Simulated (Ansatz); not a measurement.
Cost and result for the atomization energy of C₃HN₃O₃Si (`O=C=N[SiH](N=C=O)N=C=O`) (11 atoms, 10 bonds).

| atom | x (Å) | y (Å) | z (Å) |
| --- | --- | --- | --- |
| O1 | 1.769 | 2.316 | 2.530 |
| C2 | 1.076 | 1.653 | 1.875 |
| N3 | 0.361 | 0.974 | 1.205 |
| Si4 | -0.632 | 0.010 | 0.239 |
| N5 | -0.042 | -1.570 | 0.247 |
| C6 | 0.385 | -2.684 | 0.246 |
| O7 | 0.797 | -3.770 | 0.247 |
| N8 | -0.605 | 0.601 | -1.341 |
| C9 | -0.568 | 1.016 | -2.458 |
| O10 | -0.537 | 1.421 | -3.547 |
| H11 | -2.005 | 0.033 | 0.757 |

Total charge 0; spin multiplicity 1. All single points use the PBE0-D4/def2-TZVP geometry. It is one conformer, not always the lowest. Program: Ansatz. All runs use 2 threads of an AMD EPYC 7R13 on a shared host and a share of an NVIDIA H100 80 GB. Times are those of one run each, without the atoms' runs, and a repeat can differ threefold. Electronic energies, without spin–orbit coupling; frozen cores. CCSD(T)/CBS adds CCSD(T) − MP2 in def2-TZVPP to the MP2 limit, and its time is that of the two runs behind it. T1 = 0.017. HSE06 is the plane-wave form, built on full-range PBE exchange.

CCSD(T)/CBS is a level of theory with its own doubt, some kJ/mol a heavy atom from the limit and from the frozen cores, so smaller differences don't rank the functionals.

```
                             level  functions  wall time  atomization (kcal/mol)  difference from CCSD(T)/CBS  per bond
                  CCSD(T)/def2-SVP        149      2.3 s                  1260.2                        -86.8      -8.7
            LDA (SPW92)/def2-TZVPP        335      2.8 s                  1635.8                        288.8      28.9
             r2SCANh-D4/def2-TZVPP        335        3 s                  1348.1                          1.1       0.1
                BLYP-D4/def2-TZVPP        335      3.1 s                  1398.0                         51.0       5.1
               HSE06-D4/def2-TZVPP        335      3.1 s                  1375.2                         28.2       2.8
              revPBE-D4/def2-TZVPP        335      3.2 s                  1390.4                         43.4       4.3
               PBE-QIDH/def2-TZVPP        335      3.2 s                  1346.5                         -0.5       0.0
r2SCAN-D4/def2-TZVPP (with forces)        335      4.1 s                  1371.1                         24.1       2.4
  ωB97M-V/def2-TZVPP (with forces)        335      4.8 s                  1364.9                         17.9       1.8
                    MP2/def2-QZVPP        613      4.8 s                  1404.9                         57.9       5.8
                 B97M-V/def2-TZVPP        335        6 s                  1368.1                         21.1       2.1
                CCSD(T)/def2-TZVPP        335       12 s                  1297.8                        -49.2      -4.9
                 CCSD(T)/CBS(def2)          –       16 s                  1347.0                          0.0       0.0
```

Leaving LDA and LC-ωPBE aside and taking each functional with its dispersion term where it has one, the values, not all of them listed here, spread over 167.2 kcal/mol, from BHLYP-D4 to PBE-D4. LDA lies +199.3 kcal/mol from PBE without D4, its usual overbinding. At CCSD(T), def2-SVP lies −86.7 kcal/mol from the extrapolated value and def2-TZVPP −49.1 kcal/mol: correlation converges slowly with the basis, and small sets miss more of it in the bonded molecule than in its fragments. From BLYP to BHLYP (50 % exact exchange), in def2-TZVPP and without D4, the atomization energy moves by −114.4 kcal/mol: exact exchange takes away binding that semilocal exchange gives to molecules.
